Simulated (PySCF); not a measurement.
Species: InEt2(NH2), C4H12InN.
Bonds: In1–C2, In1–C9, In1–N16, C2–C3, C9–C10. Hydrogens: H4, H5 on C2; H6, H7, H8 on C3; H11, H12 on C9; H13, H14, H15 on C10; H17, H18 on N16.

Method: PBE0-D3(BJ)/def2-SVP geometry optimisation, gas phase, def2 core potentials past Kr in PySCF; density fitting, grid level 1; the optimiser is geomeTRIC in internal coordinates, started from a GFN2-xTB structure with every atom displaced at random (about 0.03 Å).

Step 3: E = -10996.3446 eV
```
atom  x, y, z in Å  |  force x, y, z in eV/Å
In1    -0.3268   -0.1395    0.3112   -0.052  -0.016   0.097
C2      1.8334   -0.3189    0.1287    0.010  -0.025   0.008
C3      2.3904   -1.6602    0.5915   -0.189  -0.054  -0.045
H4      2.2608    0.5127    0.7147    0.019  -0.005  -0.016
H5      2.0997   -0.1179   -0.9220    0.020   0.021   0.005
H6      3.4916   -1.6897    0.5511    0.039  -0.012   0.004
H7      2.0909   -1.8960    1.6257    0.056   0.027   0.012
H8      2.0188   -2.4917   -0.0333    0.058   0.054   0.024
C9     -1.7143    1.4589   -0.1976   -0.027   0.030  -0.007
C10    -1.4636    2.1621   -1.5261    0.083   0.020  -0.008
H11    -1.6704    2.1804    0.6378    0.003  -0.028  -0.023
H12    -2.7245    1.0183   -0.1642    0.005   0.016  -0.004
H13    -2.1891    2.9739   -1.7131    0.004  -0.030   0.010
H14    -0.4591    2.6168   -1.5686   -0.043  -0.008   0.005
H15    -1.5307    1.4689   -2.3804   -0.018   0.008  -0.003
N16    -1.2083   -1.6702    1.3520    0.027   0.018  -0.186
H17    -2.2076   -1.8189    1.2425    0.004  -0.017   0.081
H18    -0.7475   -2.5722    1.4277    0.001   0.002   0.046
```

Step 4: E = -10996.3511 eV
```
atom  x, y, z in Å  |  force x, y, z in eV/Å
In1    -0.3455   -0.1439    0.3223    0.001  -0.020   0.019
C2      1.8151   -0.3206    0.1275   -0.007   0.050   0.011
C3      2.3849   -1.6550    0.5885   -0.130  -0.060  -0.023
H4      2.2420    0.5148    0.7089    0.020  -0.011  -0.017
H5      2.0738   -0.1165   -0.9248    0.015   0.006   0.006
H6      3.4862   -1.6771    0.5311    0.023  -0.017   0.013
H7      2.1031   -1.8883    1.6280    0.051   0.034   0.019
H8      2.0116   -2.4920   -0.0252    0.034   0.020  -0.011
C9     -1.7184    1.4593   -0.2071   -0.054   0.043   0.043
C10    -1.4480    2.1681   -1.5284    0.085  -0.036  -0.007
H11    -1.6776    2.1782    0.6301    0.014  -0.006  -0.007
H12    -2.7357    1.0354   -0.1824    0.008  -0.014  -0.023
H13    -2.1662    2.9847   -1.7145   -0.018   0.002  -0.009
H14    -0.4410    2.6158   -1.5574   -0.012   0.006   0.007
H15    -1.5105    1.4817   -2.3886   -0.022   0.007   0.003
N16    -1.2007   -1.6927    1.3457   -0.016   0.009  -0.127
H17    -2.2020   -1.8491    1.2828    0.000  -0.018   0.066
H18    -0.7276   -2.5858    1.4413    0.010   0.003   0.036
```

Step 5: E = -10996.3572 eV
```
atom  x, y, z in Å  |  force x, y, z in eV/Å
In1    -0.3707   -0.1481    0.3337    0.044  -0.012  -0.037
C2      1.7904   -0.3159    0.1236   -0.004   0.086   0.004
C3      2.3684   -1.6471    0.5802   -0.002  -0.030   0.011
H4      2.2235    0.5205    0.6993    0.004  -0.015  -0.009
H5      2.0416   -0.1097   -0.9302    0.002  -0.009   0.002
H6      3.4695   -1.6692    0.5014   -0.004  -0.005   0.007
H7      2.1146   -1.8706    1.6289    0.015   0.015   0.011
H8      1.9891   -2.4885   -0.0205   -0.013  -0.020  -0.024
C9     -1.7286    1.4591   -0.2175   -0.058   0.044   0.070
C10    -1.4205    2.1734   -1.5275    0.011  -0.032  -0.010
H11    -1.6978    2.1734    0.6234    0.010   0.010   0.006
H12    -2.7518    1.0496   -0.2163    0.011  -0.032  -0.030
H13    -2.1309    2.9955   -1.7233    0.008  -0.008  -0.010
H14    -0.4113    2.6145   -1.5295    0.016   0.014   0.002
H15    -1.4701    1.4937   -2.3939   -0.011   0.004   0.005
N16    -1.1893   -1.7224    1.3345   -0.049  -0.020  -0.060
H17    -2.1891   -1.8936    1.3473   -0.005   0.003   0.035
H18    -0.6934   -2.5979    1.4642    0.025   0.010   0.026
```

**Question.** Estimate the geometry and energy of step 6. (The exact step hangs on the optimiser's Hessian estimate; all steps are aligned on step 5, rigid shifts and turns removed.)

**Answer.** E = -10996.3601 eV, largest force 0.070 eV/Å
```
atom  x, y, z in Å  |  force x, y, z in eV/Å
In1    -0.3813   -0.1454    0.3357    0.041   0.004  -0.034
C2      1.7797   -0.3103    0.1202    0.007   0.059  -0.010
C3      2.3528   -1.6451    0.5743    0.052  -0.001   0.018
H4      2.2210    0.5234    0.6932   -0.007  -0.009   0.001
H5      2.0289   -0.1056   -0.9345   -0.005  -0.013   0.001
H6      3.4532   -1.6764    0.4828   -0.014   0.003  -0.002
H7      2.1149   -1.8592    1.6286   -0.010  -0.002   0.002
H8      1.9616   -2.4861   -0.0189   -0.028  -0.026  -0.012
C9     -1.7404    1.4589   -0.2227   -0.025   0.028   0.059
C10    -1.4040    2.1769   -1.5240   -0.015  -0.027  -0.006
H11    -1.7241    2.1690    0.6219    0.000   0.009   0.005
H12    -2.7624    1.0475   -0.2450    0.010  -0.030  -0.022
H13    -2.1115    2.9979   -1.7334    0.003   0.007  -0.008
H14    -0.3960    2.6201   -1.5027    0.019   0.008  -0.001
H15    -1.4364    1.4999   -2.3931    0.002  -0.001   0.003
N16    -1.1776   -1.7362    1.3222   -0.049  -0.042  -0.026
H17    -2.1730   -1.9175    1.3899   -0.005   0.019   0.014
H18    -0.6617   -2.5946    1.4830    0.024   0.016   0.019
```

The energy changes by -0.0030 eV. The first-order estimate −F·Δx gives -0.0044 eV and the mean of the old and new forces, exact on a quadratic surface, -0.0032 eV. The step makes an angle of 78° with the force vector and moves no atom by more than 0.051 Å.

The cost below is that of the whole optimisation. On one thread of an Intel Xeon 6975P-C, shared host with 192 logical CPUs at a one-minute load of 35, this took 1.8 min wall and 0.61 GiB of memory at its peak.
